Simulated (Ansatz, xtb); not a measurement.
Pulling on the P1–P2 bond in H4P2 (SMILES PP) (multiplicity 1 held, fragments rigid). Energies count from the point at 2.250 Å.
Geometry at that point (charge 0, multiplicity 1):
```xyz
6

P     -0.989    -0.536     0.007
P      0.989     0.536    -0.007
H     -1.528     0.252    -1.045
H     -1.545     0.311     1.003
H      1.545    -0.311    -1.003
H      1.528    -0.252     1.045
```

Restricted levels (R-, RO-) in cc, def2 and unpolarised 6-31G sets keep to the state of the molecule at rest. U- levels take the lowest unrestricted solution at each point, which mixes spins at long bonds. Levels need not reach the same state.

Cores are frozen in the correlated methods.

Programs: Ansatz (Gaussian orbitals); xtb for the GFN methods. Each number belongs to the level named beside it. The GFN methods have no spin term and hold the electronic entropy of 300 K.

Problem. One of these levels gives 50.44 kcal/mol for the energy at R = 7.201 Å. Which?
(A) R-HF/cc-pV(D+d)Z
(B) U-HF/cc-pV(D+d)Z
(C) U-CCSD/cc-pV(D+d)Z
(D) GFN2-xTB

Solution. C, U-CCSD/cc-pV(D+d)Z. The others give 73.07 (GFN2-xTB), 141.22 (R-HF/cc-pV(D+d)Z), 32.24 (U-HF/cc-pV(D+d)Z)

Doubts at one or more of the structures used: a restricted determinant that unrestricted orbitals would lower (R-HF/cc-pV(D+d)Z); a spin-contaminated determinant (U-HF/cc-pV(D+d)Z, U-CCSD/cc-pV(D+d)Z).

Ansatz is a program for electronic structure.
